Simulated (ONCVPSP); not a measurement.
# PBEsol ONCV dataset for Si, scalar-relativistic all-electron reference.

```json
{
 "Element": "Si (Z = 14)",
 "Generator": "ONCVPSP 4.0.1",
 "Type": "optimised norm-conserving Vanderbilt (ONCV)",
 "Functional": "PBEsol",
 "Relativity": "scalar-relativistic",
 "Frozen core": "[Ne]",
 "Valence charge": "4",
 "Reference configuration": "3s2 3p2",
 "Partial waves": "3s: rc 1.95 bohr, ncon 3, nbas 7, qcut 4.2 1/bohr, 2 projectors, debl 4 Ha; 3p: rc 2.10 bohr, ncon 4, nbas 9, qcut 4.2 1/bohr, 2 projectors, debl 3.1 Ha; d scattering state at 0.4 Ha: rc 2.10 bohr, ncon 3, nbas 6, qcut 4.7 1/bohr, 2 projectors, debl 1.8 Ha",
 "Local potential": "polynomial inside 1.50 bohr (lpopt 5, dvloc0 0 Ha)",
 "Core correction": "Teter function, fcfact 1.5, rcfact 1.4"
}
```

Problem. Estimate the cutoffs (Ha) at which the residual kinetic energy of the hardest occupied pseudo-wave falls to 1 and 0.1 mHa per electron.

Solution. 6.7 Ha and 9.2 Ha. The cutoffs count occupied waves only; projector 2 of the d channel, the hardest unoccupied one, needs 23 Ha at the loose tolerance.

Problem. What does a ghost test show?

Solution. No bound ghost flagged; GHOST(+) flagged for s at 179.5 eV.

Problem. Which valence shell sets the plane-wave cutoff?

Solution. 3s: 7 Ha for 1 mHa per electron, against 3 Ha for 3p.

Problem. Tests: 3s2 3p1; 3s2 3p0; 3s1 3p0; 3s1 3p2. Which has the largest error in its energy relative to the reference configuration, and how large is it?

Solution. 3s1 3p0, with -15 meV (all-electron minus pseudo) on +57.58 eV.
